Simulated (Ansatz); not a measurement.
A structure relaxed at PBE-D4/def2-SVP in Ansatz, charge -3, quartet:

```xyz
7

Nd    0.000    0.001    0.000
Cl    2.384   -0.012    1.456
Cl   -2.387    0.016   -1.453
Cl    1.436   -0.463   -2.351
Cl   -1.436    0.459    2.352
Cl    0.252    2.755   -0.386
Cl   -0.250   -2.756    0.383
```

**Question.** Give its formula, name or SMILES and point group.

**Answer.** [NdCl6]3- (NdCl₆³⁻). Point group Oh (tolerance 0.1 Å).

**Question.** Summarise the bond lengths by kind (pairs closer than 1.2 times the sum of covalent radii, bridged metal pairs left out).

**Answer.** 6 × Cl–Nd 2.79 Å. The metal has 6 neighbours: Cl 2.79 Å, Cl 2.79 Å, Cl 2.79 Å, Cl 2.79 Å, Cl 2.79 Å, Cl 2.79 Å.

In the def2 sets Nd takes a core potential; there is no spin–orbit coupling. With an open 4f shell the SCF may have ended on a state above the lowest. A multiply charged anion in the gas phase is held together partly by the finite basis. The highest occupied level of the charge -3 quartet lies above zero (up to 6.20 eV). It is a level of α spin, whose loss leaves a triplet; that state wasn't run at this geometry and level. The electron is either unbound and held by the finite basis, or the level is raised by self-interaction error. The relaxation made no stability test and no search for a lower SCF solution. No other spin state of charge -3 was run.
